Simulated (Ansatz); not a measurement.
Single points on the cluster W4Se8⁻.

```yaml
crystal:
  periodic: [false, false, false]
  atoms:
    - {symbol: W, position_ang: [-2.276309, 0.346528, 0.663031]}
    - {symbol: W, position_ang: [2.137359, -0.957584, 0.246419]}
    - {symbol: W, position_ang: [0.189893, 1.358598, 0.141166]}
    - {symbol: W, position_ang: [0.039980, -0.609412, -1.416146]}
    - {symbol: Se, position_ang: [2.593600, 1.358027, 0.925007]}
    - {symbol: Se, position_ang: [0.198676, 1.718987, -2.327477]}
    - {symbol: Se, position_ang: [-0.245502, -1.143528, 1.139724]}
    - {symbol: Se, position_ang: [2.336055, -1.286806, -2.174329]}
    - {symbol: Se, position_ang: [3.108897, -2.709907, 1.408738]}
    - {symbol: Se, position_ang: [-2.589917, -0.804228, -1.468066]}
    - {symbol: Se, position_ang: [-3.600734, -0.013059, 2.522952]}
    - {symbol: Se, position_ang: [-1.891999, 2.742393, 0.338979]}
basis:
  gaussian: {orbitals: def2-SVP, initial_orbitals: start.molden}
total_charge: -1
magnetization: {spin_polarized: true, initial_magnetization: 1}
hamiltonian: {xc: pbe0, dispersion: d4}
scf: {omitted_lower_state_checks: [starts]}
output: {orbitals: {seedname: orbitals}}
```

The file start.molden holds the orbitals of an earlier run on this structure, at another level or in another basis.

```sh
$ ansatz run in.yaml --threads 2 --pin off --events-out ev --progress --plain --max-ram 32768MiB --backend cuda --devices 0, --max-vram 18GiB
```

Shortened log:

```
Functional definition: PBE0
3724 factors; integrals over basis functions are off by at most 6.0e-4 eV
mean field evaluation 1: about -529990.5260 eV, gradient 2.7e1 eV
mean field evaluation 2: about -529991.3266 eV, gradient 1.2e0 eV
mean field evaluation 4: about -529991.6156 eV, gradient 3.9e-1 eV
mean field evaluation 8: about -529991.6169 eV, gradient 2.1e-4 eV
mean field evaluation 16: about -529991.6169 eV, gradient 5.6e-6 eV
mean field -529991.61690051 eV, -19476.8326798733 hartree, gradient 5.6e-6 eV, S^2 0.869107; 0 other end points of the search recorded, 0 dependent functions left out
reference -529991.61695489 eV, -19476.8326818717 hartree; 165, 164 occupied and 219, 220 virtual orbitals, 3724 factors
Total energy: -529993.15316807 eV, -19476.8891366648 hartree
Checks for a lower state left out: starts
```

Run time 23 s (2 threads of AMD EPYC 7R13 on a shared host and a share (18 GiB) of an NVIDIA H100 80GB HBM3), peak host memory 1.1 GiB.

As the first input, with `gaussian: {orbitals: def2-TZVP, fitting: {mean_field: def2-universal-jkfit}, initial_orbitals: start.molden}`, `hamiltonian: {xc: pbe, dispersion: d4}`, `output: {forces: true, orbitals: {seedname: orbitals}}` (abridged; 10 s):

```
Functional definition: PBE
mean field evaluation 16: about -530048.4774 eV, gradient 2.6e-6 eV
mean field -530048.47735105 eV, -19478.9222628892 hartree, gradient 2.6e-6 eV, S^2 0.764472
Total energy: -530050.19253331 eV, -19478.9852946744 hartree
Atom 0 force     0.263068     0.067100    -0.128043 eV/Å
Atom 1 force    -0.267169     0.171462    -0.140296 eV/Å
Atom 2 force    -0.012166    -0.257563    -0.064201 eV/Å
Atom 3 force     0.037875     0.114340     0.277186 eV/Å
Atom 4 force    -0.106891    -0.077648    -0.032802 eV/Å
Atom 5 force    -0.011062    -0.071074     0.090286 eV/Å
Atom 6 force     0.032394     0.114674    -0.163012 eV/Å
Atom 7 force    -0.110146     0.034145     0.131583 eV/Å
Atom 8 force    -0.034936     0.045699    -0.015813 eV/Å
Atom 9 force     0.109566     0.024982     0.080152 eV/Å
Atom 10 force     0.045251    -0.003157    -0.057756 eV/Å
Atom 11 force     0.054218    -0.162960     0.022716 eV/Å
Dipole moment:     0.093162     0.184766    -0.393629 e Å
Checks for a lower state left out: starts
```

The first input with `gaussian: {orbitals: def2-TZVP, fitting: {mean_field: def2-universal-jkfit}, initial_orbitals: start.molden}`, `hamiltonian: {xc: r2scan, dispersion: d4}` (abridged; 17 s):

```
Functional definition: r2SCAN
mean field evaluation 16: about -530123.3758 eV, gradient 1.0e-5 eV
mean field -530123.37581149 eV, -19481.6747305423 hartree, gradient 9.9e-6 eV, S^2 0.812546
Total energy: -530123.74674857 eV, -19481.6883622286 hartree
Checks for a lower state left out: starts
```

As the first input, with `gaussian: {orbitals: def2-TZVP, fitting: {mean_field: def2-universal-jkfit}, initial_orbitals: start.molden}` (abridged; 18 s):

```
Functional definition: PBE0
mean field evaluation 16: about -530057.7684 eV, gradient 7.1e-6 eV
mean field -530057.76839382 eV, -19479.2637024132 hartree, gradient 7.1e-6 eV, S^2 0.881673
Total energy: -530059.30464500 eV, -19479.3201586028 hartree
Checks for a lower state left out: starts
```

First input, but with `hamiltonian: {xc: pbe, dispersion: d4}` (abridged; 12 s):

```
Functional definition: PBE
mean field evaluation 16: about -529982.6309 eV, gradient 8.0e-6 eV
mean field -529982.63088709 eV, -19476.5024499709 hartree, gradient 8.0e-6 eV, S^2 0.763470
Total energy: -529984.34609089 eV, -19476.5654825479 hartree
Checks for a lower state left out: starts
```

First input, but with `gaussian: {orbitals: def2-TZVP, fitting: {mean_field: def2-universal-jkfit}, initial_orbitals: start.molden}`, `hamiltonian: {xc: {name: BLYP}, dispersion: d4}` (abridged; 14 s):

```
Functional definition: BLYP
mean field evaluation 16: about -530126.6611 eV, gradient 4.9e-6 eV
mean field -530126.66108784 eV, -19481.7954622212 hartree, gradient 4.9e-6 eV, S^2 0.759965
Total energy: -530130.01458327 eV, -19481.9187009054 hartree
Checks for a lower state left out: starts
```

As the first input, with `correlation: {method: mp2}` and without the key `hamiltonian` (abridged; 25 s):

```
Functional definition: HF
mean field evaluation 16: about -529597.8555 eV, gradient 4.4e-4 eV
mean field -529597.85545346 eV, -19462.3622135952 hartree, gradient 7.8e-6 eV, S^2 3.532430
72 core orbitals not correlated: weight in the atoms' cores, before any rotation towards them, 1.000 or more for the frozen orbitals, at most 0.000 for the correlated occupied ones
second order -93.04646992 eV of doubles, -0.00000000 eV of singles
Total energy: -529690.90192338 eV, -19465.7816082957 hartree
Checks for a lower state left out: starts
```

Geometry: PBE-D4/def2-SVP.

In the def2 sets W takes a core potential; there is no spin–orbit coupling. Correlated methods freeze 72 core orbitals; core or outer-core shells of W, Se are correlated, in sets that lack core-valence functions. Single mean-field runs in def2-TZVP are fitted with def2-universal-jkfit. At PBE0-D4/def2-TZVP, MP2/def2-SVP the charge -1 doublet is spin-contaminated (final ⟨S²⟩ up to 3.53, 0.75 for a pure state). Another isomer (doublet) lies 0.89 eV lower at PBE0-D4/def2-TZVP; other spin states weren't run for this one.
